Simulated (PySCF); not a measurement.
## Correlation energy of Al⁻ (aluminium, charge -1)

[Ne] 3s2 3p2, high-spin 3P determinant. Computed with PySCF 2.14 in aug-cc-pVDZ-DK (5s4p2d, 27 functions), with scalar relativity by spin-free X2C-1e. Frozen: [Ne]; 4 electrons correlated.

MP2 pair energies summed by pair of shells (mhartree):

```json
{"pair": "3s-3p", "energy": "-22.07", "share (%)": "52.9"}
{"pair": "3s-3s", "energy": "-15.18", "share (%)": "36.4"}
{"pair": "3p-3p", "energy": "-4.48", "share (%)": "10.7"}
```

Total MP2 correlation energy: -41.73 mhartree.

Same-spin part -8.66 and opposite-spin part -33.07 mhartree; SCS-MP2 scales them by 1/3 and 6/5 to -42.57 mhartree.
